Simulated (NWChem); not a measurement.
The numbers come from NWChem runs, not from measurements. System: F2Si (+1), charge 1, spin multiplicity 2, at a geometry optimised with UPBE/def2-SVP. The structure started from a generated list of species. Its SCF solution wasn't tested for a lower state. Level: UMP2/def2-TZVP, 7 core orbitals frozen.

Output (cleaned and shortened):

```
             Northwest Computational Chemistry Package (NWChem) 7.3.0
             --------------------------------------------------------

                                NWChem Input Module
                                -------------------

 Scaling coordinates for geometry "geometry" by  1.889725989
 (inverse scale =  0.529177249)

 Turning off AUTOSYM since
 SYMMETRY directive was detected!

                             Geometry "geometry" -> ""
                             -------------------------

 Output coordinates in angstroms (scale by  1.889725989 to convert to a.u.)

  No.       Tag          Charge          X              Y              Z
 ---- ---------------- ---------- -------------- -------------- --------------
    1 F                    9.0000     1.37391400     0.00000000     0.34537700
    2 Si                  14.0000     0.00000000     0.00000000    -0.44405600
    3 F                    9.0000    -1.37391400     0.00000000     0.34537700

 Effective nuclear repulsion energy (a.u.)      99.7563022651

            Nuclear Dipole moment (a.u.)
            ----------------------------
        X                 Y               Z
 ---------------- ---------------- ----------------
     0.0000000000     0.0000000000     0.0000037795

      Symmetry information
      --------------------

 Group name             C2v
 Group number             16
 Group order               4
 No. of unique centers     2

      Symmetry unique atoms

     1    2


 Summary of "ao basis" -> "" (spherical)
 ------------------------------------------------------------------------------
       Tag                 Description            Shells   Functions and Types
 ---------------- ------------------------------  ------  ---------------------
 *                         def2-tzvp                  on all atoms

 Summary of "ao basis" -> "ao basis" (spherical)
 ------------------------------------------------------------------------------
       Tag                 Description            Shells   Functions and Types
 ---------------- ------------------------------  ------  ---------------------
 F                         def2-tzvp                11       31   5s3p2d1f
 Si                        def2-tzvp                13       37   5s5p2d1f

                                 NWChem SCF Module
                                 -----------------

  ao basis        = "ao basis"
  functions       =    99
  atoms           =     3
  alpha electrons =    16
  beta  electrons =    15
  charge          =   1.00
  wavefunction    = UHF
  use symmetry    = T
  symmetry adapt  = T

 Summary of "ao basis" -> "ao basis" (spherical)
 ------------------------------------------------------------------------------
       Tag                 Description            Shells   Functions and Types
 ---------------- ------------------------------  ------  ---------------------
 F                         def2-tzvp                11       31   5s3p2d1f
 Si                        def2-tzvp                13       37   5s5p2d1f

      Symmetry analysis of basis
      --------------------------

        a1         37
        a2         13
        b1         30
        b2         19

 Forming initial guess at       0.1s

   Symmetry analysis of molecular orbitals - initial alpha
   -------------------------------------------------------

  Numbering of irreducible representations:

     1 a1          2 a2          3 b1          4 b2

  Orbital symmetries:

     1 a1          2 b1          3 a1          4 a1          5 b2
     6 a1          7 b1          8 a1          9 b1         10 a1
    11 b1         12 a1         13 b2         14 a2         15 b1
    16 a1         17 b2         18 a1         19 b1         20 a1
    21 b2         22 b2         23 a1         24 b1         25 a1
    26 a2

   Symmetry analysis of molecular orbitals - initial beta
   ------------------------------------------------------

  Numbering of irreducible representations:

     1 a1          2 a2          3 b1          4 b2

  Orbital symmetries:

     1 a1          2 b1          3 a1          4 a1          5 b2
     6 b1          7 a1          8 a1          9 b1         10 a1
    11 b1         12 b2         13 a1         14 a2         15 b1
[...]
    51      0.892579  2 Si pz                36      0.585190  2 Si s
     5     -0.314783  1 F  s                 73     -0.314783  3 F  s
    48      0.250847  2 Si pz                61     -0.155849  2 Si d  2

 center of mass
 --------------
 x =   0.00000000 y =   0.00000000 z =   0.02004758

 moments of inertia (a.u.)
 ------------------
          35.859502964962           0.000000000000           0.000000000000
           0.000000000000         291.991474468458           0.000000000000
           0.000000000000           0.000000000000         256.131971503496

  Mulliken analysis of the total density
  --------------------------------------

    Atom       Charge   Shell Charges
 -----------   ------   -------------------------------------------------------
    1 F    9     9.22   0.77  1.20  0.60  1.02  0.32  2.22  2.29  0.79  0.00  0.01  0.00
    2 Si  14    12.56   2.00  0.59  1.39  0.86  0.22  4.11  1.74  0.45  0.65  0.04  0.23  0.17  0.11
    3 F    9     9.22   0.77  1.20  0.60  1.02  0.32  2.22  2.29  0.79  0.00  0.01  0.00

  Mulliken analysis of the alpha density
  --------------------------------------

    Atom       Charge   Shell Charges
 -----------   ------   -------------------------------------------------------
    1 F    9     4.65   0.39  0.60  0.30  0.51  0.16  1.13  1.16  0.39  0.00  0.01  0.00
    2 Si  14     6.71   1.00  0.30  0.69  0.60  0.20  2.06  0.86  0.25  0.44  0.03  0.12  0.09  0.05
    3 F    9     4.65   0.39  0.60  0.30  0.51  0.16  1.13  1.16  0.39  0.00  0.01  0.00

   Mulliken analysis of the beta density
   -------------------------------------

    Atom       Charge   Shell Charges
 -----------   ------   -------------------------------------------------------
    1 F    9     4.58   0.39  0.60  0.30  0.51  0.16  1.08  1.13  0.40  0.00  0.01  0.00
    2 Si  14     5.85   1.00  0.29  0.70  0.26  0.02  2.05  0.87  0.19  0.22  0.01  0.11  0.07  0.06
    3 F    9     4.58   0.39  0.60  0.30  0.51  0.16  1.08  1.13  0.40  0.00  0.01  0.00

   Mulliken analysis of the spin density
   -------------------------------------

    Atom       Charge   Shell Charges
 -----------   ------   -------------------------------------------------------
    1 F    9     0.07   0.00 -0.00  0.00  0.00 -0.00  0.05  0.03 -0.02  0.00 -0.00  0.00
    2 Si  14     0.86   0.00  0.01 -0.01  0.34  0.18  0.01 -0.01  0.06  0.22  0.02  0.02  0.02 -0.00
    3 F    9     0.07   0.00 -0.00  0.00  0.00 -0.00  0.05  0.03 -0.02  0.00 -0.00  0.00

       Multipole analysis of the density wrt the origin
       ------------------------------------------------

     L   x y z        total         alpha         beta         nuclear
     -   - - -        -----         -----         ----         -------
     0   0 0 0      1.000000    -16.000000    -15.000000     32.000000

     1   1 0 0     -0.000000     -0.000000     -0.000000      0.000000
     1   0 1 0     -0.000000      0.000000     -0.000000      0.000000
     1   0 0 1     -1.350453      0.246894     -1.597350      0.000004

     2   2 0 0    -15.431655    -69.305060    -67.462484    121.335888
     2   1 1 0     -0.000000     -0.000000     -0.000000      0.000000
     2   1 0 1     -0.000000     -0.000000     -0.000000      0.000000
     2   0 2 0    -11.577639     -6.529583     -5.048055      0.000000
     2   0 1 1      0.000000      0.000000     -0.000000      0.000000
     2   0 0 2    -12.157053    -17.430783    -12.252107     17.525838

                   NWChem MP2 Semi-direct Energy/Gradient Module
                   ---------------------------------------------

  Basis functions       =     99
  Molecular orbitals    =     99
  Frozen core           =      7
  Frozen virtuals       =      0
  Active alpha occupied =      9
  Active beta occupied  =      8
  Active alpha virtual  =     83
  Active beta virtual   =     84
  Use MO symmetry       = T
  Use skeleton AO sym   = T

  AO/Fock/Back tols     =   1.0D-09  1.0D-09  1.0D-09

 GA uses MA = F    GA memory limited = T

 Available:
  local mem=  1.26D+08
 global mem=  1.44D+08
 local disk=  0.00D+00
  mp2_memr nvloc                    83
  nvloc new                    83
   1 passes of   9:        5242880                      57329                  12014852.
   1 passes of   9: M    126149852           G      144159598           F     120906972.

 Semi-direct pass number   1 of   1  for UHF alpha       at        2.9s
  vrange nnbf                  4724
  mp2_eaftype                    45  avail_ma_in_mb                  1099
 EAF : mp2_eaftype filesize          45    6007426.
  mp2_eaf for mointskh                     45
Node 0 wrote     28.2 Mb in      0.0 s     Agg I/O rate:  2264.3 Mb/s
 Done moints_semi at        7.1s
  mp2_eaftype                    45  avail_ma_in_mb                  1054
 EAF : mp2_eaftype filesize          45    6007426.
  mp2_eaf for kh                    45
 Done maket at        7.3s
 Done multipass loop at        7.3s

 GA uses MA = F    GA memory limited = T

 Available:
  local mem=  1.26D+08
 global mem=  1.44D+08
 local disk=  0.00D+00
  mp2_memr nvloc                    84
  nvloc new                    84
   1 passes of   8:        5242880                      53580                  10810232.
   1 passes of   8: M    126149852           G      144159598           F     120906972.

 Semi-direct pass number   1 of   1  for UHF beta        at        7.4s
  vrange nnbf                  4724
  mp2_eaftype                    41  avail_ma_in_mb                  1099
 EAF : mp2_eaftype filesize          41    5405116.
  mp2_eaf for mointskh                     41
Node 0 wrote     25.4 Mb in      0.0 s     Agg I/O rate:  2368.3 Mb/s
 Done moints_semi at       11.8s
  mp2_eaftype                    41  avail_ma_in_mb                  1058
 EAF : mp2_eaftype filesize          41    5405116.
  mp2_eaf for kh                    41
 Done maket at       12.0s
 Done multipass loop at       12.0s

          -------------------------------------------
          SCF energy                -487.650310736054
          Correlation energy          -0.570860791491
          Singlet pairs                0.000000000000
          Triplet pairs                0.000000000000
          Total MP2 energy          -488.221171527545
          -------------------------------------------

          ---------------------------------------------------
                    Spin Component Scaled (SCS) MP2
          Same spin pairs                     -0.151852491346
          Same spin scaling factor             0.333333333333
          Opposite spin pairs                 -0.419008300145
          Opposite spin scaling fact.          1.200000000000
          SCS-MP2 correlation energy          -0.553427457289
          Total SCS-MP2 energy              -488.203738193343
          ---------------------------------------------------

 -----------------------
 Performance information
 -----------------------

 Timer overhead =  2.65D-07 seconds/call

               Nr. of calls         CPU time (s)                 Wall time (s)                GFlops
             ---------------    -------------------     ------------------------------   -------------------
Name         Min   Avg   Max    Min     Avg     Max     Min     Avg     Max   Mx/calls   Min     Max     Sum
mp2: moin     2     2     2    8.6     8.6     8.6      8.6     8.6     8.6     4.3      0.0     0.0     0.0
mp2: make     2     2     2   0.36    0.36    0.36     0.36    0.36    0.36    0.18      0.0     0.0     0.0
mp2: tota     1     1     1    9.1     9.1     9.1      9.1     9.1     9.1     9.1      0.0     0.0     0.0

 The average no. of pstat calls per process was 5.00D+00
 with a timing overhead of 1.32D-06s

 Task  times  cpu:       11.9s     wall:       11.9s

 Total times  cpu:       12.0s     wall:       12.0s
```

**Question.** Write an NWChem input that would produce this output.

**Answer.** This is not unique; one that fits is 
```
start mol
memory heap 200 mb stack 900 mb global 1100 mb
charge 1
geometry units angstroms nocenter noautoz
  F      1.373914     0.000000     0.345377
  Si     0.000000     0.000000    -0.444056
  F     -1.373914     0.000000     0.345377
  symmetry group C2v
end
basis spherical
  * library def2-tzvp
end
scf
  uhf
  nopen 1
  maxiter 100
  thresh 1e-7
  semidirect memsize 60000000 filesize 0
  # guess.movecs holds the orbitals of an unrestricted PBE0 run
  vectors input guess.movecs output mol.movecs
end
mp2
  freeze core 7
end
task mp2 energy
```
